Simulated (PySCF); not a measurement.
Excitation energy of Ne(2+) by level of theory

Ne(2+) [He] 2s2 2p4 (3P) → Ne(2+) [He] 2s2 2p3 3d1 (5D), as a difference of total energies. All numbers are calculated (PySCF 2.14, scalar relativity by spin-free X2C-1e, in x2c-QZVPPall with one added diffuse shell each of s, p, d, f type (8s5p4d3f1g, 73 functions)). Correlated levels: valence and next inner shell: nothing frozen. The calculations carry no spin-orbit coupling.

```tsv
method	excitation energy (eV)
UHF	49.436
MP2 (valence and next inner shell)	50.489
SCS-MP2 (valence and next inner shell)	50.684
CCSD (valence and next inner shell)	50.484
CCSD(T) (valence and next inner shell)	50.490
```

Task: How much does correlation contribute at CCSD(T) (valence and next inner shell)?

Result: 50.490 − (49.436) = 1.054 eV, measured against UHF.

A first-order spin-orbit estimate (lowest level to lowest level, LS coupling) adds 0.038 eV.

The promoted electron is Rydberg-like, and one or two diffuse shells describe it only roughly, which tends to raise the upper state.
